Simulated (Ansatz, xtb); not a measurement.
**C4H3ClFN: which of two isomers lies lower**

We compare a, `Fc1cc(Cl)c[nH]1`, a singlet, with b, `Fc1ccc(Cl)[nH]1`, a singlet. Both are isolated molecules in the gas phase, relaxed with PBE0-D3(BJ)/def2-SVP.

Question: Estimate E(b) − E(a) at the level CCSD(T)/def2-SVP + ΔMP2/def2-TZVPP.

Answer: CCSD(T)/def2-SVP + ΔMP2/def2-TZVPP gives E(b) − E(a) = +2.35 kJ/mol, slightly favouring structure a, which is too small a margin to settle the true order.

The same difference at several levels:

```json
{"level": "GFN2-xTB", "geometry": "GFN2-xTB", "E(b) − E(a) (kJ/mol)": "−0.47", "departure from the last row (kJ/mol)": "−2.81", "job, with rough time for the two": "optimisation, 0.12 s"}
{"level": "HF/STO-3G", "geometry": "GFN2-xTB", "E(b) − E(a) (kJ/mol)": "+3.94", "departure from the last row (kJ/mol)": "+1.60", "job, with rough time for the two": "single point, 0.48 s"}
{"level": "r2SCAN-D4/def2-SVP", "geometry": "GFN2-xTB", "E(b) − E(a) (kJ/mol)": "+1.30", "departure from the last row (kJ/mol)": "−1.04", "job, with rough time for the two": "single point, 5.5 s"}
{"level": "PBE0-D3(BJ)/def2-SVP", "geometry": "PBE0-D3(BJ)/def2-SVP", "E(b) − E(a) (kJ/mol)": "+1.60", "departure from the last row (kJ/mol)": "−0.74", "job, with rough time for the two": "optimisation, 34 s"}
{"level": "HF/def2-SVP", "geometry": "PBE0-D3(BJ)/def2-SVP", "E(b) − E(a) (kJ/mol)": "+3.23", "departure from the last row (kJ/mol)": "+0.88", "job, with rough time for the two": "part of the CCSD(T) run"}
{"level": "MP2/def2-SVP", "geometry": "PBE0-D3(BJ)/def2-SVP", "E(b) − E(a) (kJ/mol)": "+1.84", "departure from the last row (kJ/mol)": "−0.51", "job, with rough time for the two": "part of the CCSD(T) run"}
{"level": "CCSD(T)/def2-SVP", "geometry": "PBE0-D3(BJ)/def2-SVP", "E(b) − E(a) (kJ/mol)": "+2.27", "departure from the last row (kJ/mol)": "−0.08", "job, with rough time for the two": "single point"}
{"level": "CCSD(T)/def2-SVP + ΔMP2/def2-TZVPP", "geometry": "PBE0-D3(BJ)/def2-SVP", "E(b) − E(a) (kJ/mol)": "+2.35", "departure from the last row (kJ/mol)": "", "job, with rough time for the two": "single point, 77 s"}
```

As drawn, both hold the same kinds of bond in the same numbers.

The largest departure from CCSD(T)/def2-SVP + ΔMP2/def2-TZVPP is that of GFN2-xTB, 2.81 kJ/mol. The last row adds to CCSD(T) the change of the MP2 difference between the two basis sets, here +0.08 kJ/mol.

With thermal terms from frequencies at re-optimised GFN2-xTB minima (ideal gas, soft modes damped towards free rotors, one conformer each, 298.15 K, 1 atm): the zero-point term adds 0.00 kJ/mol; ΔH is +2.36 and ΔG +2.26 kJ/mol.

The correlated steps freeze 11 core orbitals. Codes used: Ansatz 0.2.0, xtb 6.7.1; the last row on 2 threads of Arm Neoverse V1 on a shared host.
